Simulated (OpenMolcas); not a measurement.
**Kr IV: effect of the IPEA shift**

```json
{"Program": "OpenMolcas 26.06", "Basis": "ANO-R2 [6s5p4d3f1g]", "Scalar Hamiltonian": "X2C, finite nucleus", "Active space": "5 electrons in 9 orbitals (RAS2 4s 4p; RAS3 4d, at most 2 electrons)", "State averaging": "2S+1 = 4 odd, 1 root; 2S+1 = 2 odd, 11 roots; 2S+1 = 4 even, 3 roots; 2S+1 = 2 even, 9 roots", "Spin-orbit coupling": "RASSI with atomic mean-field integrals over the reference wave functions, term energies averaged over their components"}
```

Methods on the same reference wave functions:
A. RASSCF
B. MS-RASPT2, IPEA 0.25 Eh, imaginary shift 0.1 Eh (closed shells correlated: 3d)
C. MS-RASPT2, IPEA 0.5 Eh, imaginary shift 0.1 Eh (closed shells correlated: 3d)

Energies in cm-1 above 4s2 4p3 4S* 3/2, the measured ground level; measured values from Saloman, J. Phys. Chem. Ref. Data 36, 215 (2007).

```tsv
Level	A	B	C	Measured
4s2 4p3 4S* 3/2	0.0	0.0	0.0	0.0
4s2 4p3 2D* 3/2	21393	17730	17810	17038
4s2 4p3 2D* 5/2	22750	19060	19130	18700
4s2 4p3 2P* 1/2	35398	31930	32040	31056
4s2 4p3 2P* 3/2	37147	33740	33840	33406
4s 4p4 4P 5/2	117300	118500	118550	118762
4s 4p4 4P 3/2	120588	121810	121860	122426
4s 4p4 4P 1/2	122195	123390	123440	124110
4s 4p4 2D 3/2	148799	146900	147110	145773
4s 4p4 2D 5/2	149301	147450	147660	146645
```

Deviations, from unrounded energies. A percentage is the sum of absolute deviations over the sum of measured energies, with the sign that they share, or ± where signs differ.

| Against measurement | Levels | A | B | C |
| --- | --- | --- | --- | --- |
| mean absolute deviation (cm-1) | 9 | 3000 | 640 | 710 |
| other terms of the ground configuration (%) | 4 | +16.5 | +2.3 | +2.6 |
| other configurations (%) | 5 | ±1.7 | ±0.5 | ±0.6 |

B lies closest to measurement on these levels and A furthest from it. The largest miss of B in the table is 4s 4p4 2D 3/2, by +1100 cm-1. The ranking rests on the paired levels alone, and a cruder setting can come out closer through cancelling errors.

Between B and C the level of the table that moves most is 4s 4p4 2D 3/2, by 210 cm-1 (lowest in B, highest in C). Moves below CASPT2's spread within the term are not significant.

The mean deviations of B to C differ by less than CASPT2's widest spread within a term (120 cm-1), so their order carries little weight.

From A to B the spin-free energies of the other terms of 4s2 4p3 shown, above 4S*, scale by factors of 0.83 to 0.90.

The lowest spin-free term lies below A's lowest term by 0.467 hartree in B, 0.466 hartree in C.

CASPT2 breaks the degeneracy within a term, and the mean is taken; among the terms shown or strongly mixed into the levels shown the widest spread is 120 cm-1 (4s 4p4 2D, C). The run also gave levels led by 4s2 4p2 4d, which use shells meant for correlation; these and all levels above them are left out. Some terms mix strongly with configurations of 4d, whose occupation reaches 0.26 (4s 4p4 2D). Measured partners are found by configuration, term and J. A level has none where our copy of the source lacks it or the pairing is in doubt (some pairs that miss far off the trend of their configuration count as doubtful), and it then counts in no deviation. Only configurations of the active space appear. Levels that lie high or do not pair safely by name in every column are left out.

* marks odd parity.
